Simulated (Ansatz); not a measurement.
`[K][I]` + H–F → `[F][K]` + HI at 400 K and 1 bar (ligand exchange at a K–I bond).

Isolated molecules relaxed with PBE0-D4/def2-TZVP in Ansatz; ΔE leaves out vibrations. CCSD(T)/CBS adds triple-zeta CCSD(T) − MP2 to the extrapolated MP2 energy (def2 sets, frozen cores). This one scheme is used for every species. def2 core potentials past Kr. For I, K outer-core shells are correlated without core-valence functions, which leaves a few kJ/mol of doubt a bond. Scalar relativity is left out up to krypton.

| species | CCSD(T)/CBS energy (Eh) | H − E (kJ/mol) | S (J/(mol·K)) |
| --- | --- | --- | --- |
| `[K][I]` | -896.96383 | 15.1 | 269.2 |
| H–F | -100.39570 | 36.5 | 182.2 |
| `[F][K]` | -699.28088 | 15.6 | 237.0 |
| HI | -298.03592 | 25.7 | 215.0 |

H − E and S are ideal-gas, rigid-rotor, harmonic terms from PBE0-D4/def2-TZVP. 1 Eh = 2625.50 kJ/mol, R = 8.31446 J/(mol·K).

Q: By hand: ΔE, ΔH, ΔS and ΔG.

A: ΔE = (-699.28088) + (-298.03592) − (-896.96383) − (-100.39570) = 0.04273 Eh = 112.2 kJ/mol. Δ(H − E) = 15.6 + 25.7 − 15.1 − 36.5 = -10.3, so ΔH = 101.9 kJ/mol. ΔS = 237.0 + 215.0 − 269.2 − 182.2 = 0.6 J/(mol·K). ΔG = 101.9 − 400 × (0.6)/1000 = 101.7 kJ/mol.

Q: By hand: the equilibrium constant, and the temperature at which ΔG would vanish if ΔH and ΔS stayed fixed.

A: log₁₀ K = −ΔG/(RT ln 10) = -13.3. ΔG = 0 at ΔH/ΔS = 169833 K, far beyond where these terms or the molecules hold.

The number of gas molecules stays the same, so ΔS is small and ΔH decides. A doubt of 5 kJ/mol in ΔE shifts log₁₀ K by 0.7 here. These are equilibria of isolated gas molecules and say nothing of rates. Largest T1 diagnostic: 0.012 (customary marks: 0.02 for closed shells, 0.045 for open ones).
